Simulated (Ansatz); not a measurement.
Several settings on one geometry of As2P (that of the charge 0 doublet, PBE0-D4/def2-TZVP). Ansatz on 4 threads of Arm Neoverse V2 on a shared host; times are rough.

```csv
atom,x (Å),y (Å),z (Å)
P1,0.8166,-0.7096,0.5372
As2,-0.0853,1.2842,0.4717
As3,-0.7313,-0.5747,-1.0089
```

Totals from different functionals, basis sets or treatments of relativity can't be compared as stabilities.

DK, ANO-RCC and x2c sets are all-electron and run with scalar relativity unless a key says otherwise. The 6-31G sets use Cartesian d functions.

The spins typed aren't always the lowest for that charge.

(1) Give the basis size and estimate the energy, ⟨S²⟩ and time of these runs.

```tsv
run	method	charge	state	further keys
1	ROKS PBE/6-31G*	0	doublet	accuracy: high; scf: {omitted_lower_state_checks: [starts]}
2	UKS r2SCAN0-D4/cc-pVTZ-DK	0	quartet	point_charges: [{charge: 0.50, position_ang: [5.411, -0.670, -0.801]}]; scf: {lower_state_search: off}
3	ROKS ωB97/def2-TZVPD	0	doublet	forces asked
4	UKS ωB97/ANO-RCC-VTZP	0	doublet	scf: {omitted_lower_state_checks: [starts]}
```

Results:

(1) 
```json
{"run": "1", "functions": "89", "energy (Eh)": "-4811.7162", "⟨S²⟩": "–", "wall time": "2.8 s"}
{"run": "2", "functions": "120", "energy (Eh)": "-4863.5856", "⟨S²⟩": "3.78", "wall time": "4.7 s"}
{"run": "3", "functions": "151", "energy (Eh)": "-4813.3939", "⟨S²⟩": "–", "wall time": "27 s"}
{"run": "4", "functions": "120", "energy (Eh)": "-4864.1612", "⟨S²⟩": "0.89", "wall time": "14 s"}
```

At UKS ωB97/ANO-RCC-VTZP the charge 0 doublet is spin-contaminated (final ⟨S²⟩ up to 0.89, 0.75 for a pure state).
